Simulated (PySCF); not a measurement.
O2Si, charge -1, doublet, geometry from GFN2-xTB (a state made from the parent by changing its charge; the spin is typed, not shown lowest) (in this run its highest filled SCF level lies above zero, so its values depend strongly on the basis, on diffuse functions most of all). Base run: R2SCAN/STO-3G (PySCF).

Geometry (Å):
```xyz
3

O     -1.3866     0.3638    -0.1843
Si    -0.0256    -0.2727     0.1997
O      1.4314     0.1134    -0.1652
```
Charge -1, spin multiplicity 2.
Orbitals are unrestricted.
All else is at PySCF's defaults.
Base energy -434.19134 Eh.

Variants of this job, named by their change:

```csv
change,ΔE vs base (mEh),grid points,electrons on the grid
base,0.000,47344,31.00000
grids.prune = dft.gen_grid.sg1_prune,0.023,19144,31.00001
"grids.atom_grid = (30, 110)",10.840,7360,30.99988
"grids.atom_grid = (75, 302)",-0.426,42032,30.99998
"grids.atom_grid = (99, 590)",-0.146,92352,31.00000
grids.level = 0,-150.1,3800,31.00824
grids.radi_method = delley,-0.099,48616,31.00000
grids.level = 4,-0.098,85440,31.00000
grids.prune = off,0.000,80024,31.00000
grids.prune = dft.gen_grid.treutler_prune,0.003,43280,31.00000
grids.level = 2,0.091,34344,30.99999
```

Open shells are given as the SCF converged; they aren't shown to be the lowest states, and a large step between rows can be another state.
